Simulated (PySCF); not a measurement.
C₃H₅Br, SMILES C(=C)CBr, CAM-B3LYP/def2-SVP optimised geometry.

```
9

C      0.93    -1.17    -0.98
C      0.19    -0.65     0.00
C     -1.30    -0.65     0.00
Br    -2.02     1.17     0.00
H      0.47    -1.62    -1.86
H      2.02    -1.17    -0.92
H      0.67    -0.20     0.87
H     -1.71    -1.12     0.90
H     -1.71    -1.15    -0.89
```

Density from CAM-B3LYP/def2-TZVP run with PySCF 2.14.0 at that geometry.

Minimum of the electron density along straight lines between bonded atoms, close to the bond critical point (lines longer than 1.1 times the sum of covalent radii, or with two minima, are not listed):

```
bond    length / Å  ρ at the minimum / e bohr⁻³  ∇²ρ there / e bohr⁻⁵  position (fraction from the first atom)
------  ----------  ---------------------------  --------------------  ---------------------------------------
C1–C2        1.331                        0.355                 -1.10                                     0.50
C2–C3        1.488                        0.270                 -0.74                                     0.49
C3–Br4       1.962                        0.146                 -0.14                                     0.44
C1–H5        1.094                        0.278                 -0.98                                     0.65
C1–H6        1.092                        0.280                 -0.99                                     0.65
C2–H7        1.095                        0.281                 -0.99                                     0.65
C3–H8        1.097                        0.281                 -0.99                                     0.65
C3–H9        1.096                        0.283                 -1.00                                     0.65
```
